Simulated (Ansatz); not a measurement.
```xyz
8

H    -0.9451   -0.9221   -0.9367
Li   -0.9102   -0.9440    0.9102
Li   -0.9361    0.9529   -0.9065
H    -0.9504    0.9486    0.9055
Li    0.9451   -0.9574   -0.9086
H     0.9286   -0.9478    0.9479
H     0.9565    0.9270   -0.9451
Li    0.9116    0.9428    0.9335
```

Basis set: cc-pVDZ (spherical functions). All electrons are correlated. Charge 0, multiplicity 1.

Computed with Ansatz (development build ahead of 0.2.0); each method stands on the lowest determinant of its kind that the runs found. Restricted open shells among the atoms or ions are ROHF, correlated in semicanonical orbitals with singles.

(1) Give the atomization energy at this shape (free ground-state atoms in the same class of orbitals less the molecule, no zero-point energy) of singlet Li₄H₄ by RHF-MP2, RHF.

Answers

(1)

```
 method  atomization energy
RHF-MP2            14.33 eV
    RHF            11.38 eV
```
